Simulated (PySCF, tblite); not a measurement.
Species: C4H15NOSi3.
Geometry (GFN2-xTB, Å), atoms numbered from 1 in this order:
```xyz
24
C4H15NOSi3 angstrom
C      3.0155   -0.2596   -1.2839
C      1.8444    0.1957   -0.4163
C      2.3053    1.1556    0.6772
O      1.2564   -0.9415    0.1609
Si    -0.3060   -1.2616    0.4703
N     -1.2800   -1.0885   -0.9715
Si    -2.7130   -0.1319   -1.1321
C     -3.1198    0.3555    0.6614
Si    -1.5648    0.1658    1.7596
H      3.4673    0.5923   -1.7851
H      2.6687   -0.9686   -2.0316
H      3.7631   -0.7492   -0.6647
H      1.1021    0.7002   -1.0521
H      2.9930    0.6426    1.3451
H      1.4528    1.4997    1.2567
H      2.8079    2.0129    0.2374
H     -0.1255   -2.6766    0.7932
H     -0.9655   -1.5687   -1.7994
H     -2.4444    1.0560   -1.9622
H     -3.7660   -0.9418   -1.7591
H     -3.5355    1.3602    0.7031
H     -3.9006   -0.3045    1.0372
H     -1.9563   -0.3388    3.0872
H     -1.0108    1.5146    2.0100
```

Method used: PBE0/pcSseg-1 in PySCF (dipole) on a GFN2-xTB geometry, gas phase.

Masses are those of the commonest isotopes; rigid-rotor values at the optimised geometry. The values belong to one conformer with, in the numbering `[CH3:1][CH:2]([CH3:3])[O:4][Si@@H:5]1[NH:6][SiH2:7][CH2:8][SiH2:9]1`, C1–C2–O4–Si5 -144°, C2–O4–Si5–N6 55°, O4–Si5–N6–Si7 -127°, Si5–N6–Si7–C8 -11°, N6–Si7–C8–Si9 20°, Si7–C8–Si9–Si5 -20°.

Question: Give the principal moments of inertia and the rotational constants in GHz.

Answer: Ia = 317.89, Ib = 831.33, Ic = 953.67 u·Å²; 505379 MHz·u·Å²/I gives 1590, 607.9 and 529.9 MHz, that is A = 1.5898, B = 0.6079, C = 0.5299 GHz.

Question: Classify the top.

Answer: An asymmetric top; Ray's κ = -0.853.

Question: What does the inertial defect say?

Answer: Not planar: Δ = Ic − Ia − Ib = -195.55 u·Å². For a rigid frame Δ = −2 Σ m c², so Σ m c² = 97.77 u·Å² lies off the ab plane: 23.91 from hydrogen and 73.87 from heavier atoms. The atom farthest from that plane is 2.53 Å away.

Question: List the rotational levels J(Ka,Kc) to J = 4 (MHz).

Answer: Above 0(0,0):
J = 1: 1(0,1) 1138, 1(1,1) 2120, 1(1,0) 2198
J = 2: 2(0,2) 3409, 2(1,2) 4317, 2(1,1) 4551, 2(2,1) 7497, 2(2,0) 7501
J = 3: 3(0,3) 6805, 3(1,3) 7611, 3(1,2) 8079, 3(2,2) 10911, 3(2,1) 10933, 3(3,1) 16018, 3(3,0) 16018
J = 4: 4(0,4) 11312, 4(1,4) 11998, 4(1,3) 12777, 4(2,3) 15458, 4(2,2) 15524, 4(3,2) 20577, 4(3,1) 20579, 4(4,1) 27716, 4(4,0) 27716

Question: Which lines would a microwave search look for?

Answer: The dipole components are |μa| = 0.07 D, |μb| = 0.50 D, |μc| = 0.99 D. Intensities carry the squares of the components, which stand as 0.00 : 0.25 : 1.00 (a : b : c). Some lines, for components of 0.1 D or more:

```json
{"type": "b", "branch": "R", "J(Ka,Kc)": "3(1,2) ← 2(2,1)", "MHz": "582", "lower level (cm⁻¹)": "0.250"}
{"type": "b", "branch": "R", "J(Ka,Kc)": "5(2,3) ← 4(3,2)", "MHz": "712", "lower level (cm⁻¹)": "0.686"}
{"type": "b", "branch": "R", "J(Ka,Kc)": "1(1,1) ← 0(0,0)", "MHz": "2120", "lower level (cm⁻¹)": "0.000"}
{"type": "b", "branch": "Q", "J(Ka,Kc)": "3(2,1) ← 3(1,2)", "MHz": "2854", "lower level (cm⁻¹)": "0.269"}
{"type": "b", "branch": "Q", "J(Ka,Kc)": "5(2,4) ← 5(1,5)", "MHz": "3663", "lower level (cm⁻¹)": "0.583"}
{"type": "b", "branch": "R", "J(Ka,Kc)": "3(1,3) ← 2(0,2)", "MHz": "4202", "lower level (cm⁻¹)": "0.114"}
{"type": "b", "branch": "Q", "J(Ka,Kc)": "3(3,1) ← 3(2,2)", "MHz": "5107", "lower level (cm⁻¹)": "0.364"}
{"type": "b", "branch": "Q", "J(Ka,Kc)": "4(3,2) ← 4(2,3)", "MHz": "5119", "lower level (cm⁻¹)": "0.516"}
{"type": "b", "branch": "R", "J(Ka,Kc)": "4(1,4) ← 3(0,3)", "MHz": "5193", "lower level (cm⁻¹)": "0.227"}
{"type": "c", "branch": "R", "J(Ka,Kc)": "2(2,0) ← 1(1,0)", "MHz": "5304", "lower level (cm⁻¹)": "0.073"}
{"type": "c", "branch": "R", "J(Ka,Kc)": "3(2,2) ← 2(1,2)", "MHz": "6593", "lower level (cm⁻¹)": "0.144"}
{"type": "b", "branch": "Q", "J(Ka,Kc)": "4(4,1) ← 4(3,2)", "MHz": "7138", "lower level (cm⁻¹)": "0.686"}
{"type": "c", "branch": "R", "J(Ka,Kc)": "5(2,3) ← 4(1,3)", "MHz": "8512", "lower level (cm⁻¹)": "0.426"}
{"type": "b", "branch": "R", "J(Ka,Kc)": "4(4,1) ← 3(3,0)", "MHz": "11698", "lower level (cm⁻¹)": "0.534"}
{"type": "c", "branch": "R", "J(Ka,Kc)": "4(4,0) ← 3(3,0)", "MHz": "11698", "lower level (cm⁻¹)": "0.534"}
{"type": "b", "branch": "R", "J(Ka,Kc)": "5(4,2) ← 4(3,1)", "MHz": "12836", "lower level (cm⁻¹)": "0.686"}
{"type": "c", "branch": "R", "J(Ka,Kc)": "5(4,1) ← 4(3,1)", "MHz": "12836", "lower level (cm⁻¹)": "0.686"}
```

Question: Estimate the classical rotational partition function at 10 K, 25 K and 100 K.

Answer: Point group C1, symmetry number σ = 1; q = (√π/σ)·√((kT/h)³/(ABC)), k/h = 20836.6 MHz/K: 7450 at 10 K, 29400 at 25 K, 236000 at 100 K.

Its lowest GFN2-xTB frequency is 11 cm⁻¹, too small to tell a flat minimum from a shallow saddle. No vibrational averaging or centrifugal distortion is included, and the geometry carries the error of its method. A rigid rotor knows nothing of internal rotation, which can split or shift real lines. Quadrupole hyperfine structure (14N) is left out.

Time: 2.0 min of wall time; peak memory 1.2 GiB. Hardware: Arm Neoverse N1, one thread, shared host with 64 logical CPUs at a one-minute load of 60. This is the PBE0/pcSseg-1 job that gave the dipole, with the shieldings it also computed.
